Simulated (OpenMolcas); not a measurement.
## Ti2+: moving or changing the point charges

Ti2+ among 6 point charges of -1 e arranged as an octahedron (Oh), 1.91 Å from the ion.
```
   1.9100    0.0000    0.0000  -1.00
   0.0000    1.9100    0.0000  -1.00
  -1.9100    0.0000    0.0000  -1.00
   0.0000   -1.9100    0.0000  -1.00
   0.0000    0.0000    1.9100  -1.00
   0.0000    0.0000   -1.9100  -1.00
```

| Property | Result |
| --- | --- |
| Program | OpenMolcas |
| Method | SS-CASPT2, IPEA 0.25 Eh, imaginary shift 0.1 Eh (closed shells correlated: 3s 3p) |
| Basis | ANO-RCC-VTZP [6s5p3d2f1g] |
| Scalar Hamiltonian | DKH2, point nucleus |
| Active space | 2 electrons in 5 orbitals (3d) |
| State averaging | 2S+1 = 3 even, 10 roots; 2S+1 = 1 even, 15 roots |
| Spin-orbit coupling | state interaction with AMFI integrals over the reference wave functions |

Runs around this geometry, states (labels of O, the rotations of Oh). Energies in cm-1 above the lowest state or level, χT in cm3 K/mol; under a threefold ground state the first gap can be a small split of the lowest multiplet, not the spin-orbit step.

```json
{"R (Å)": "1.91", "q (e)": "-0.8", "Ground state": "3T1", "First state of that spin": "3T2 5040", "First gap with spin-orbit (degeneracies)": "6 (2, 3)", "χT at 300 K": "1.152", "First state of another spin": "1T2 8520"}
{"R (Å)": "1.72", "q (e)": "-1", "Ground state": "3T1", "First state of that spin": "3T2 12190", "First gap with spin-orbit (degeneracies)": "2 (2, 3)", "χT at 300 K": "1.163", "First state of another spin": "1T2 7130"}
{"R (Å)": "1.91", "q (e)": "-1", "Ground state": "3T1", "First state of that spin": "3T2 6880", "First gap with spin-orbit (degeneracies)": "4 (2, 3)", "χT at 300 K": "1.150", "First state of another spin": "1T2 8260"}
{"R (Å)": "2.04", "q (e)": "-1", "Ground state": "3T1", "First state of that spin": "3T2 4810", "First gap with spin-orbit (degeneracies)": "6 (2, 3)", "χT at 300 K": "1.152", "First state of another spin": "1T2 8410"}
```

Taking the first state of the same spin as R^-n, n = -ln(4810 / 12190) / ln(2.04 / 1.72) = 5.5 between the shortest and longest distance.

Scaling the charges by -0.8 / -1 = 0.80 scales the first state of the same spin by 5040 / 6880 = 0.73; with fixed orbitals a first-order splitting would follow the charge.

Roots that are degenerate in the reference are averaged as groups; the widest CASPT2 spread within a group is 1300 cm-1 (the 3-fold group of multiplicity 1 near 20500 cm-1 above the lowest state of its run, R = 1.72, q = -1). Shifts and gaps below about the spread of the groups concerned are not significant. Over all roots computed the reference weight is 0.89 to 0.95 in R = 1.72 in q = -1; the roots of lowest weight are the least certain, and an intruder state may touch them. An orbital triplet at a regular site is open to Jahn-Teller coupling, which can distort the site and quench the lowest spin-orbit gaps and is left out. Free-ion shares, where given, are those of the reference states; single-state CASPT2 does not remix them. Point charges carry no covalency, so the field is a model and not that of real ligands. No measured value stands beside these numbers.
